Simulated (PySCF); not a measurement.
Two species compared at the same levels of theory.

First species: BF3H3P.
Structure used (PBE0-D3(BJ)/def2-SVP), in Å, numbered top down from 1:
```xyz
8
BF3H3P angstrom
B      1.097   -0.033    0.072
P     -0.732    0.015   -0.060
F     -1.420   -0.867   -1.163
F     -1.407    1.399   -0.367
F     -1.573   -0.424    1.191
H      1.322   -1.204    0.312
H      1.313    0.737    0.989
H      1.452    0.357   -1.025
```

Second species: SiMe2(NHEt)2, C6H18N2Si.
Cartesian coordinates in Å at the PBE0-D3(BJ)/def2-SVP level; atoms count from 1:
```
atom  x, y, z in Å
Si1    0.4207    0.3893    0.5552
C2     0.2627    0.5715    2.4208
H3    -0.7826    0.7494    2.7207
H4     0.8703    1.4104    2.7977
H5     0.6035   -0.3436    2.9299
C6     2.2179    0.0705    0.1096
H7     2.6030   -0.8558    0.5650
H8     2.8391    0.9052    0.4698
H9     2.3577   -0.0049   -0.9802
N10   -0.1954    1.8682   -0.0990
C11   -0.3919    2.1452   -1.5013
C12   -1.8519    2.1268   -1.9320
H13   -0.5127    2.5985    0.5267
H14    0.0620    3.1167   -1.7767
H15    0.1587    1.3867   -2.0831
H16   -2.2859    1.1316   -1.7508
H17   -1.9624    2.3646   -3.0022
H18   -2.4416    2.8623   -1.3607
N19   -0.4920   -0.9201   -0.1421
C20   -0.0351   -2.2632   -0.4135
C21   -0.1061   -3.2158    0.7742
H22   -1.5003   -0.8571   -0.0382
H23   -0.6131   -2.6878   -1.2547
H24    1.0054   -2.2132   -0.7747
H25    0.5244   -2.8571    1.6037
H26    0.2310   -4.2291    0.5022
H27   -1.1376   -3.2947    1.1544
```

Levels: PBE0/def2-SVPD for HOMO energy, LUMO energy, HOMO–LUMO gap and static isotropic polarisability; TDDFT PBE0/def2-SVPD for lowest singlet excitation. Geometries: PBE0-D3(BJ)/def2-SVP. Each species is one conformer at its optimised geometry, gas phase, non-relativistic unless stated; the electronic structure was computed with PySCF and density fitting.

| property | column X | column Y |
| --- | --- | --- |
| HOMO energy | -6.24 eV | -9.87 eV |
| LUMO energy | 0.49 eV | -0.26 eV |
| HOMO–LUMO gap | 6.73 eV | 9.61 eV |
| lowest singlet excitation | 5.66 eV | 7.99 eV |
| static isotropic polarisability | 117.3 au | 43.6 au |

(1) Which column belongs to which species?

(2) How does each property change from the first species to the second?

## Answers

(1) Column X is the second species and column Y the first. The first has 8 atoms and 50 electrons, the second 27 and 82.

(2) HOMO energy +3.63 eV; LUMO energy +0.75 eV; HOMO–LUMO gap -2.88 eV; lowest singlet excitation -2.33 eV; static isotropic polarisability +73.7 au.

On the first: The polarisability is 6.46 Å³ as a volume (1 au = 0.148185 Å³), or 0.87 au for each of the 50 electrons. The principal polarisabilities are 40.2, 40.2 and 50.3 au; their mean is the isotropic value.

On the second: In wavenumbers S1 is 45600 cm⁻¹ (1 eV = 8065.54 cm⁻¹). The principal polarisabilities are 108.4, 115.6 and 127.9 au; their mean is the isotropic value.
